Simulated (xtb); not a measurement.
C4H10O2, singlet, from a rough starting geometry; GFN2-xTB (xtb 6.7.1).

xtb was given this input:
```
$ xtb mol.xyz --gfn 2 --opt vtight --json

# file mol.xyz
16

C      2.55790908     0.48850650    -0.01172249
O      1.39517292    -0.17681053     0.41657315
C      0.18493200     0.16167829    -0.27600838
C     -0.97379115    -0.51091454     0.30617538
C     -2.28390342    -0.26515232    -0.47843001
O     -1.14407819    -0.18131157     1.62297840
H      2.42309146     1.54074462     0.08319591
H      3.34657826     0.14116913     0.57029869
H      2.77692013     0.16095205    -1.03551782
H      0.00769871     1.23056504    -0.25049619
H      0.37769927    -0.13942281    -1.33163103
H     -0.75265104    -1.64948445     0.24725810
H     -2.46240895     0.78980162    -0.44848721
H     -2.16563265    -0.55821688    -1.49987170
H     -3.08937073    -0.82365509     0.00752608
H     -0.26385494    -0.28714325     2.02084636
```

It wrote (shortened):

```
   ID    Z sym.   atoms
    1    6 C      1, 3-5
    2    8 O      2, 6
    3    1 H      7-16

           -------------------------------------------------
          |                Calculation Setup                |
           -------------------------------------------------

           -------------------------------------------------
          |                 G F N 2 - x T B                 |
           -------------------------------------------------

          ...................................................
          :                      SETUP                      :
          :.................................................:
          :  # basis functions                  34          :
          :  # atomic orbitals                  34          :
          :  # shells                           22          :
          :  # electrons                        38          :
          :  max. iterations                   250          :
          :  Hamiltonian                  GFN2-xTB          :
          :  restarted?                      false          :
          :  GBSA solvation                  false          :
          :  PC potential                    false          :
          :  electronic temp.          300.0000000     K    :
          :  accuracy                    1.0000000          :
          :  -> integral cutoff          0.2500000E+02      :
          :  -> integral neglect         0.1000000E-07      :
          :  -> SCF convergence          0.1000000E-05 Eh   :
          :  -> wf. convergence          0.1000000E-03 e    :
          :  Broyden damping             0.4000000          :
          :  net charge                          0          :
          :  unpaired electrons                  0          :
          ...................................................

 iter      E             dE          RMSdq      gap      omega  full diag
   1    -21.9547733 -0.219548E+02  0.416E+00   10.71       0.0  T
   2    -21.9976893 -0.429160E-01  0.222E+00   10.28       1.0  T
   3    -21.9984119 -0.722537E-03  0.857E-01   10.32       1.0  T
   4    -21.9988156 -0.403756E-03  0.145E-01   10.38       1.0  T
   5    -21.9988846 -0.689778E-04  0.766E-02   10.39       1.0  T
   6    -21.9988866 -0.194256E-05  0.111E-02   10.40       2.3  T
   7    -21.9988870 -0.406979E-06  0.514E-03   10.40       4.9  T
   8    -21.9988870 -0.323498E-07  0.171E-03   10.40      14.7  T
   9    -21.9988870 -0.287949E-08  0.392E-04   10.40      63.7  T
  10    -21.9988870 -0.154547E-09  0.158E-04   10.40     158.1  T

   *** convergence criteria satisfied after 10 iterations ***

         :::::::::::::::::::::::::::::::::::::::::::::::::::::
         ::                     SUMMARY                     ::
         :::::::::::::::::::::::::::::::::::::::::::::::::::::
         :: total energy             -21.768896159710 Eh    ::
         :: gradient norm              0.117796201165 Eh/a0 ::
         :: HOMO-LUMO gap             10.396232801294 eV    ::
         ::.................................................::
         :: SCC energy               -21.998879950953 Eh    ::
         :: -> isotropic ES            0.043887204454 Eh    ::
         :: -> anisotropic ES          0.001331075885 Eh    ::
         :: -> anisotropic XC          0.000851817418 Eh    ::
         :: -> dispersion             -0.008030730971 Eh    ::
         :: repulsion energy           0.229983791243 Eh    ::
         :: add. restraining           0.000000000000 Eh    ::
         :: total charge              -0.000000000000 e     ::
         :::::::::::::::::::::::::::::::::::::::::::::::::::::

      -----------------------------------------------------------
     |                   =====================                   |
     |                        A N C O P T                        |
     |                   =====================                   |
     |               Approximate Normal Coordinate               |
     |                Rational Function Optimizer                |
      -----------------------------------------------------------
      -----------------------------------------------------------
     |                   =====================                   |
     |                        A N C O P T                        |
     |                   =====================                   |
     |               Approximate Normal Coordinate               |
     |                Rational Function Optimizer                |
      -----------------------------------------------------------

          ...................................................
          :                      SETUP                      :
          :.................................................:
          :   optimization level         verytight          :
          :   max. optcycles                   320          :
          :   ANC micro-cycles                  20          :
          :   degrees of freedom                42          :
          :.................................................:
          :   RF solver                   davidson          :
          :   write xtbopt.log                true          :
          :   linear?                        false          :
          :   energy convergence         0.1000000E-06 Eh   :
          :   grad. convergence          0.2000000E-03 Eh/α :
          :   maxmium RF displ.          1.0000000          :
          :   Hlow (freq-cutoff)         0.1000000E-01      :
          :   Hmax (freq-cutoff)         5.0000000          :
          :   S6 in model hess.         20.0000000          :
          ...................................................

generating ANC from exact Hessian ...
Using Lindh-Hessian (1995)
 Shifting diagonal of input Hessian by    6.5149621816825258E-003
 Lowest  eigenvalues of input Hessian
    0.000000    0.000000    0.000000    0.000000    0.000000    0.000000
[...]
 * total energy  :   -21.7688962 Eh     change       -0.3553069E-10 Eh
 * total energy  :   -21.7797108 Eh     change       -0.1081460E-01 Eh
 * total energy  :   -21.7813155 Eh     change       -0.1604757E-02 Eh
 * total energy  :   -21.7814062 Eh     change       -0.9068623E-04 Eh
 * total energy  :   -21.7814248 Eh     change       -0.1859745E-04 Eh
 * total energy  :   -21.7814272 Eh     change       -0.2366846E-05 Eh
 * total energy  :   -21.7814288 Eh     change       -0.1647047E-05 Eh
 * total energy  :   -21.7814298 Eh     change       -0.1030562E-05 Eh
 * total energy  :   -21.7814302 Eh     change       -0.3942240E-06 Eh
 * total energy  :   -21.7814305 Eh     change       -0.2472398E-06 Eh
 * total energy  :   -21.7814306 Eh     change       -0.1587753E-06 Eh
 * total energy  :   -21.7814307 Eh     change       -0.8447559E-07 Eh
   *** GEOMETRY OPTIMIZATION CONVERGED AFTER 12 ITERATIONS ***
         :: total energy             -21.781430727728 Eh    ::
[...]

           -------------------------------------------------
          |                Property Printout                |
           -------------------------------------------------

    * Orbital Energies and Occupations

         #    Occupation            Energy/Eh            Energy/eV
      -------------------------------------------------------------
         1        2.0000           -0.7072764             -19.2460
       ...           ...                  ...                  ...
         7        2.0000           -0.5672458             -15.4355
         8        2.0000           -0.5608905             -15.2626
         9        2.0000           -0.5532987             -15.0560
        10        2.0000           -0.5358996             -14.5826
        11        2.0000           -0.5113322             -13.9141
        12        2.0000           -0.4981831             -13.5563
        13        2.0000           -0.4829989             -13.1431
        14        2.0000           -0.4692829             -12.7698
        15        2.0000           -0.4649828             -12.6528
        16        2.0000           -0.4608271             -12.5397
        17        2.0000           -0.4445472             -12.0967
        18        2.0000           -0.4093624             -11.1393
        19        2.0000           -0.4047883             -11.0149 (HOMO)
        20                          0.0133923               0.3644 (LUMO)
        21                          0.0635103               1.7282
        22                          0.0836405               2.2760
        23                          0.1130451               3.0761
        24                          0.1267094               3.4479
        25                          0.1400731               3.8116
        26                          0.1444187               3.9298
        27                          0.1710313               4.6540
        28                          0.1881713               5.1204
        29                          0.1904207               5.1816
        30                          0.2008039               5.4642
       ...                                ...                  ...
        34                          0.2784765               7.5777
      -------------------------------------------------------------
                  HL-Gap            0.4181807 Eh           11.3793 eV
             Fermi-level           -0.1956980 Eh           -5.3252 eV

     #   Z          covCN         q      C6AA      α(0)
     1   6 C        3.654     0.043    20.152     6.446
     2   8 O        1.701    -0.321    19.363     5.941
     3   6 C        3.704     0.071    19.528     6.318
     4   6 C        3.723     0.117    18.769     6.187
     5   6 C        3.754    -0.118    22.823     6.812
     6   8 O        1.656    -0.442    21.671     6.284
     7   1 H        0.924     0.029     2.595     2.519
     8   1 H        0.925     0.058     2.221     2.331
     9   1 H        0.924     0.029     2.596     2.520
    10   1 H        0.923     0.028     2.609     2.526
    11   1 H        0.923     0.019     2.746     2.591
    12   1 H        0.923     0.025     2.659     2.550
    13   1 H        0.925     0.054     2.268     2.355
    14   1 H        0.925     0.040     2.445     2.445
    15   1 H        0.925     0.063     2.160     2.298
    16   1 H        0.805     0.302     0.715     1.328

 Mol. C6AA /au·bohr⁶  :       1760.898440
 Mol. C8AA /au·bohr⁸  :      35833.353562
 Mol. α(0) /au        :         61.450935

Wiberg/Mayer (AO) data.
largest (>0.10) Wiberg bond orders for each atom

 ---------------------------------------------------------------------------
     #   Z sym  total        # sym  WBO       # sym  WBO       # sym  WBO
 ---------------------------------------------------------------------------
     1   6 C    3.952 --     2 O    0.996     8 H    0.980     9 H    0.977
                             7 H    0.977
     2   8 O    2.070 --     1 C    0.996     3 C    0.981
     3   6 C    3.952 --     2 O    0.981     4 C    0.980    11 H    0.968
                            10 H    0.967
     4   6 C    3.962 --     5 C    1.006     6 O    0.997     3 C    0.980
                            12 H    0.959
     5   6 C    3.993 --     4 C    1.006    14 H    0.986    13 H    0.985
                            15 H    0.984
     6   8 O    1.958 --     4 C    0.997    16 H    0.889
     7   1 H    0.999 --     1 C    0.977
     8   1 H    0.996 --     1 C    0.980
     9   1 H    0.999 --     1 C    0.977
    10   1 H    0.999 --     3 C    0.967
    11   1 H    1.000 --     3 C    0.968
    12   1 H    0.999 --     4 C    0.959
    13   1 H    0.997 --     5 C    0.985
    14   1 H    0.998 --     5 C    0.986
    15   1 H    0.996 --     5 C    0.984
    16   1 H    0.909 --     6 O    0.889
 ---------------------------------------------------------------------------

Topologies differ in total number of bonds
Writing topology from bond orders to xtbtopo.mol

molecular dipole:
                 x           y           z       tot (Debye)
 q only:        0.341       0.172      -0.529
   full:        0.630       0.241      -0.734       2.533
molecular quadrupole (traceless):
                xx          xy          yy          xz          yz          zz
 q only:        2.012       1.739      -0.760       2.780      -0.068      -1.252
  q+dip:       -0.183       1.631       1.523       3.209       0.254      -1.339
   full:        0.677       1.892       0.537       3.433       0.091      -1.215

optimized geometry written to: xtbopt.xyz

           -------------------------------------------------
          | TOTAL ENERGY              -21.781430727728 Eh   |
          | GRADIENT NORM               0.000063120109 Eh/α |
          | HOMO-LUMO GAP              11.379274916745 eV   |
           -------------------------------------------------

normal termination of xtb
```
